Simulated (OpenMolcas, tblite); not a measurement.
**CH6BNO2 (SMILES OBNCO): the dipole moment, rung by rung**

CH6BNO2 has 11 atoms, charge 0, and is taken as a singlet. As SMILES, `OBNCO`. The shape is that of a PBE0-D4/def2-TZVP optimisation. This is a higher conformer, about 10 kJ/mol above the lowest found by a separate search.

```xyz
11

O    -0.3653    1.8673    0.5240
B    -0.1510    0.7763    1.3107
N     0.0413   -0.5145    0.7616
C    -0.0745   -0.8271   -0.6213
O     0.8335   -0.0164   -1.3606
H    -0.1459    1.6847   -0.3973
H    -0.1355    0.9159    2.4996
H     0.3440   -1.2657    1.3548
H    -1.0958   -0.6290   -0.9783
H     0.1421   -1.8900   -0.7746
H     0.6727   -0.1585   -2.2982
```

Quantity: the dipole moment, in D. The values are calculated.

| level | kind | program | value (D) |
| --- | --- | --- | --- |
| IPEA1-xTB | semi-empirical | tblite | 4.97 |
| GFN1-xTB | semi-empirical | tblite | 5.22 |
| HF/def2-SVP | Hartree–Fock | OpenMolcas | 4.17 |
| SVWN5/def2-SVP | LDA | OpenMolcas | 4.09 |
| PBE/def2-SVP | GGA | OpenMolcas | 3.95 |
| TPSS/def2-SVP | meta-GGA | OpenMolcas | 3.96 |
| M06-2X/def2-SVP | hybrid meta-GGA | OpenMolcas | 4.05 |

The values span 3.95 to 5.22 D. Magnitudes only.
